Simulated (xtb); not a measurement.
H₄O₄Si, charge +1, doublet, from a rough starting geometry (a state made from the parent by changing its charge; the spin is typed, not shown lowest); GFN2-xTB in xtb.

Input for xtb:
```
$ xtb mol.xyz --gfn 2 --chrg 1 --uhf 1 --opt vtight --json

# file mol.xyz
9

O      0.72838720     1.21147467    -0.87587443
Si     0.01408108    -0.07126021    -0.02282170
O     -1.05690041     0.68996905     1.03872377
O     -0.66967187    -0.95196667    -1.01753091
O      1.02683201    -0.92216627     0.90597782
H      1.02700062     1.96400948    -0.31432255
H     -1.39759221     0.25157368     1.74849547
H     -1.18790537    -0.63724199    -1.87788816
H      1.54596327    -1.52995827     0.43426360
```

Q: What does xtb print? Leave out banner, timings and long lists.

A: 
```
   ID    Z sym.   atoms
    1    8 O      1, 3-5
    2   14 Si     2
    3    1 H      6-9

           -------------------------------------------------
          |                Calculation Setup                |
           -------------------------------------------------

           -------------------------------------------------
          |                 G F N 2 - x T B                 |
           -------------------------------------------------

          ...................................................
          :                      SETUP                      :
          :.................................................:
          :  # basis functions                  30          :
          :  # atomic orbitals                  29          :
          :  # shells                           15          :
          :  # electrons                        31          :
          :  max. iterations                   250          :
          :  Hamiltonian                  GFN2-xTB          :
          :  restarted?                      false          :
          :  GBSA solvation                  false          :
          :  PC potential                    false          :
          :  electronic temp.          300.0000000     K    :
          :  accuracy                    1.0000000          :
          :  -> integral cutoff          0.2500000E+02      :
          :  -> integral neglect         0.1000000E-07      :
          :  -> SCF convergence          0.1000000E-05 Eh   :
          :  -> wf. convergence          0.1000000E-03 e    :
          :  Broyden damping             0.4000000          :
          :  net charge                          1          :
          :  unpaired electrons                  1          :
          ...................................................

 iter      E             dE          RMSdq      gap      omega  full diag
   1    -19.7119151 -0.197119E+02  0.654E+00   11.31       0.0  T
   2    -19.6666122  0.453028E-01  0.502E+00   10.00       1.0  T
   3    -19.6898658 -0.232535E-01  0.376E+00   10.36       1.0  T
   4    -19.6359498  0.539159E-01  0.365E+00   10.19       1.0  T
   5    -19.7328146 -0.968648E-01  0.188E+00   10.43       1.0  T
   6    -19.7107959  0.220188E-01  0.233E+00   10.30       1.0  T
   7    -19.7603554 -0.495596E-01  0.908E-01   10.41       1.0  T
   8    -19.7196580  0.406974E-01  0.204E+00   10.34       1.0  T
   9    -19.7562921 -0.366341E-01  0.976E-01   10.47       1.0  T
  10    -19.7613163 -0.502419E-02  0.690E-01   10.48       1.0  T
  11    -19.7604873  0.828961E-03  0.755E-01   10.51       1.0  T
  12    -19.7665636 -0.607626E-02  0.190E-01   10.49       1.0  T
  13    -19.7664753  0.882896E-04  0.172E-01   10.48       1.0  T
  14    -19.7666884 -0.213081E-03  0.103E-01   10.51       1.0  T
  15    -19.7667675 -0.791066E-04  0.552E-02   10.51       1.0  T
  16    -19.7667747 -0.719229E-05  0.449E-02   10.51       1.0  T
  17    -19.7667827 -0.795458E-05  0.356E-02   10.51       1.0  T
  18    -19.7667940 -0.113593E-04  0.166E-02   10.51       2.0  T
  19    -19.7667971 -0.305893E-05  0.394E-03   10.51       8.5  T
  20    -19.7667972 -0.159029E-06  0.120E-03   10.51      27.8  T
  21    -19.7667972 -0.140697E-07  0.330E-04   10.51     100.9  T
  22    -19.7667972 -0.106234E-08  0.688E-05   10.51     484.2  T

   *** convergence criteria satisfied after 22 iterations ***

         :::::::::::::::::::::::::::::::::::::::::::::::::::::
         ::                     SUMMARY                     ::
         :::::::::::::::::::::::::::::::::::::::::::::::::::::
         :: total energy             -19.625110690894 Eh    ::
         :: gradient norm              0.235781453035 Eh/a0 ::
         :: HOMO-LUMO gap             10.507253200056 eV    ::
         ::.................................................::
         :: SCC energy               -19.766793079015 Eh    ::
         :: -> isotropic ES            0.155163049970 Eh    ::
         :: -> anisotropic ES         -0.005223382277 Eh    ::
         :: -> anisotropic XC         -0.000803981537 Eh    ::
         :: -> dispersion             -0.003947990717 Eh    ::
         :: repulsion energy           0.141682388121 Eh    ::
         :: add. restraining           0.000000000000 Eh    ::
         :: total charge               1.000000000000 e     ::
         :::::::::::::::::::::::::::::::::::::::::::::::::::::

      -----------------------------------------------------------
     |                   =====================                   |
     |                        A N C O P T                        |
     |                   =====================                   |
     |               Approximate Normal Coordinate               |
     |                Rational Function Optimizer                |
      -----------------------------------------------------------
      -----------------------------------------------------------
     |                   =====================                   |
     |                        A N C O P T                        |
     |                   =====================                   |
     |               Approximate Normal Coordinate               |
     |                Rational Function Optimizer                |
      -----------------------------------------------------------

          ...................................................
          :                      SETUP                      :
          :.................................................:
          :   optimization level         verytight          :
          :   max. optcycles                   200          :
          :   ANC micro-cycles                  20          :
          :   degrees of freedom                21          :
          :.................................................:
          :   RF solver                   davidson          :
          :   write xtbopt.log                true          :
[...]
 * total energy  :   -19.6566508 Eh     change       -0.8100219E-04 Eh
 * total energy  :   -19.6566912 Eh     change       -0.4045572E-04 Eh
 * total energy  :   -19.6567120 Eh     change       -0.2078708E-04 Eh
 * total energy  :   -19.6567211 Eh     change       -0.9017301E-05 Eh
 * total energy  :   -19.6567292 Eh     change       -0.8181345E-05 Eh
 * total energy  :   -19.6567322 Eh     change       -0.2935935E-05 Eh
 * total energy  :   -19.6567344 Eh     change       -0.2196646E-05 Eh
 * total energy  :   -19.6567353 Eh     change       -0.9435628E-06 Eh
 * total energy  :   -19.6567358 Eh     change       -0.4885613E-06 Eh
 * total energy  :   -19.6567361 Eh     change       -0.3363871E-06 Eh
 * total energy  :   -19.6567363 Eh     change       -0.2084803E-06 Eh
 * total energy  :   -19.6567365 Eh     change       -0.1075220E-06 Eh
 * total energy  :   -19.6567365 Eh     change       -0.8750133E-07 Eh
   *** GEOMETRY OPTIMIZATION CONVERGED AFTER 20 ITERATIONS ***
[...]
         :::::::::::::::::::::::::::::::::::::::::::::::::::::
         :: total energy             -19.656736538321 Eh    ::
         :: gradient norm              0.000138998752 Eh/a0 ::
         :: HOMO-LUMO gap             10.707107685953 eV    ::
         ::.................................................::
         :: SCC energy               -19.781879273082 Eh    ::
         :: -> isotropic ES            0.150493396793 Eh    ::
         :: -> anisotropic ES         -0.006108643045 Eh    ::
         :: -> anisotropic XC         -0.000013948693 Eh    ::
         :: -> dispersion             -0.003940183876 Eh    ::
         :: repulsion energy           0.125142734760 Eh    ::
         :: add. restraining           0.000000000000 Eh    ::
         :: total charge               1.000000000000 e     ::
         :::::::::::::::::::::::::::::::::::::::::::::::::::::

           -------------------------------------------------
          |                Property Printout                |
           -------------------------------------------------

    * Orbital Energies and Occupations

         #    Occupation            Energy/Eh            Energy/eV
      -------------------------------------------------------------
         1        2.0000           -1.0499657             -28.5710
       ...           ...                  ...                  ...
         4        2.0000           -0.8959990             -24.3814
         5        2.0000           -0.8521930             -23.1894
         6        2.0000           -0.7988684             -21.7383
         7        2.0000           -0.7986211             -21.7316
         8        2.0000           -0.7953006             -21.6412
         9        2.0000           -0.7340202             -19.9737
        10        2.0000           -0.7233159             -19.6824
        11        2.0000           -0.7143889             -19.4395
        12        2.0000           -0.7139286             -19.4270
        13        2.0000           -0.7111145             -19.3504
        14        2.0000           -0.6951817             -18.9169
        15        1.5215           -0.6829430             -18.5838
        16        1.4785           -0.6827791             -18.5794 (HOMO)
        17                         -0.2893001              -7.8723 (LUMO)
        18                         -0.2887997              -7.8586
        19                         -0.2659924              -7.2380
        20                         -0.1996230              -5.4320
        21                         -0.1093244              -2.9749
        22                         -0.0407653              -1.1093
        23                         -0.0169856              -0.4622
        24                         -0.0150997              -0.4109
        25                          0.0331924               0.9032
        26                          0.3420450               9.3075
        27                          0.5779240              15.7261
       ...                                ...                  ...
        29                          0.6664743              18.1357
      -------------------------------------------------------------
                  HL-Gap            0.3934790 Eh           10.7071 eV
             Fermi-level           -0.5844503 Eh          -15.9037 eV

     #   Z          covCN         q      C6AA      α(0)
     1   8 O        1.575    -0.314    19.300     5.928
     2  14 Si       3.083     0.682   152.748    26.705
     3   8 O        1.575    -0.313    19.276     5.924
     4   8 O        1.575    -0.312    19.274     5.924
     5   8 O        1.575    -0.314    19.301     5.928
     6   1 H        0.806     0.393     0.498     1.109
     7   1 H        0.806     0.393     0.498     1.108
     8   1 H        0.806     0.393     0.498     1.108
     9   1 H        0.806     0.392     0.498     1.109

 Mol. C6AA /au·bohr⁶  :       1027.140239
 Mol. C8AA /au·bohr⁸  :      35689.046994
 Mol. α(0) /au        :         54.842706

Wiberg/Mayer (AO) data.
largest (>0.10) Wiberg bond orders for each atom

 ---------------------------------------------------------------------------
     #   Z sym  total        # sym  WBO       # sym  WBO       # sym  WBO
 ---------------------------------------------------------------------------
     1   8 O    2.164 --     2 Si   1.133     6 H    0.826
     2  14 Si   4.564 --     1 O    1.133     5 O    1.133     4 O    1.130
                             3 O    1.130
     3   8 O    2.165 --     2 Si   1.130     7 H    0.826     4 O    0.103
     4   8 O    2.165 --     2 Si   1.130     8 H    0.826     3 O    0.103
     5   8 O    2.164 --     2 Si   1.133     9 H    0.826
     6   1 H    0.846 --     1 O    0.826
     7   1 H    0.846 --     3 O    0.826
     8   1 H    0.846 --     4 O    0.826
     9   1 H    0.846 --     5 O    0.826
 ---------------------------------------------------------------------------

Topologies differ in total number of bonds
Writing topology from bond orders to xtbtopo.mol

molecular dipole:
                 x           y           z       tot (Debye)
 q only:        0.017       0.005       0.003
   full:        0.022       0.007       0.003       0.060
molecular quadrupole (traceless):
                xx          xy          yy          xz          yz          zz
 q only:       -0.119      -0.020      -0.005      -0.010       0.035       0.124
  q+dip:       -0.260      -0.051       0.053      -0.017       0.044       0.206
   full:       -0.478      -0.106       0.161      -0.031       0.057       0.316

optimized geometry written to: xtbopt.xyz

           -------------------------------------------------
          | TOTAL ENERGY              -19.656736538321 Eh   |
          | GRADIENT NORM               0.000138998752 Eh/α |
          | HOMO-LUMO GAP              10.707107685953 eV   |
           -------------------------------------------------
```
